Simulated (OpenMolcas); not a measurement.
## Ionisation energies of tin

- Program: OpenMolcas
- Basis: ANO-RCC-VDZP [6s5p3d1f]
- Scalar Hamiltonian: DKH2, point nucleus
- Spin-orbit coupling: RASSI with atomic mean-field integrals over the reference wave functions, term energies averaged over their components

Active shells in each charge state: the valence s, p shells, with orbitals averaged over the low states. Where CASPT2's correlated closed shells are named, they are those of the first ion.

A. CASSCF
B. SS-CASPT2, IPEA 0.25 Eh, imaginary shift 0.1 Eh (closed shells correlated: 4d)
C. SS-CASPT2, IPEA 0.25 Eh, imaginary shift 0.1 Eh (closed shells correlated: 4s 4p 4d)
D. SS-CASPT2, IPEA 0.25 Eh, imaginary shift 0.1 Eh (closed shells correlated: none)
E. SS-CASPT2, IPEA 0 Eh, imaginary shift 0.1 Eh (closed shells correlated: 4d)

Energies in eV between the lowest computed levels, named as in B; reference values from the NIST Atomic Spectra Database with their kind.

| From | To | A | B | C | D | E | Spin-orbit share in B | Reference |
| --- | --- | --- | --- | --- | --- | --- | --- | --- |
| Sn 5s2 5p2 3P0 | Sn+ 5s2 5p 2P* 1/2 | 6.647 | 7.129 | 7.141 | 6.932 | 7.181 | -0.049 | 7.344 (measured) |
| Sn+ 5s2 5p 2P* 1/2 | Sn2+ 5s2 1S0 | 13.675 | 14.402 | 14.429 | 14.083 | 14.471 | +0.352 | 14.633 (measured) |
| Sn2+ 5s2 1S0 | Sn3+ 5s 2S 1/2 | 29.368 | 30.017 | 30.101 | 29.403 | 30.019 | +0.000 | 30.506 (measured) |
| Sn3+ 5s 2S 1/2 | Sn4+ 4d10 1S0 | 39.158 | 40.207 | 40.319 | 39.158 | 40.246 | +0.000 | 40.740 (measured) |

Steps that some method lacks are left out, and so are those with a state whose active s or d shell is doubly occupied in every root (s and p with five to eight electrons, d10) over a frozen core shell of the same l, since the two then mix freely.

Error against the reference values, in %:

```tsv
From	Reference	A	B	C	D	E
Sn	measured	-9.5	-2.9	-2.8	-5.6	-2.2
Sn+	measured	-6.5	-1.6	-1.4	-3.8	-1.1
Sn2+	measured	-3.7	-1.6	-1.3	-3.6	-1.6
Sn3+	measured	-3.9	-1.3	-1.0	-3.9	-1.2
```

Mean absolute error over the 4 measured values: A 1.09 eV, B 0.37 eV, C 0.31 eV, D 0.91 eV, E 0.33 eV.

* marks odd parity.
